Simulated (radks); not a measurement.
Coherent X-ray form factor from a spherical all-electron density. All-electron calculation, non-relativistic Kohn-Sham, B86b exchange with PBE correlation, spin-polarised, spherical densities, point nucleus. Program: a radial shooting solver on a logarithmic mesh with Libxc functionals.

| sin(theta)/lambda (1/angstrom) | f0 (electrons) |
|---|---|
| 0.05 | 12.652 |
| 0.1 | 11.775 |
| 0.15 | 10.710 |
| 0.2 | 9.722 |
| 0.25 | 8.908 |
| 0.3 | 8.249 |
| 0.4 | 7.178 |
| 0.5 | 6.208 |
| 0.6 | 5.285 |
| 0.8 | 3.737 |
| 1 | 2.699 |
| 1.25 | 1.967 |
| 1.5 | 1.598 |
| 2 | 1.261 |

The species is in the configuration that NIST lists as its ground one. Which atom or ion scatters so?

Answer. The silicon ion Si+, [Ne] 3s2 3p1. Extrapolating in s^2 from the first two rows gives f0(0) = 12.9, near the electron count 13; among species with that count, the fall with angle is slower the higher Z, and the table is that of Z = 14; from so few rows the species is fixed only to a neighbour or two.
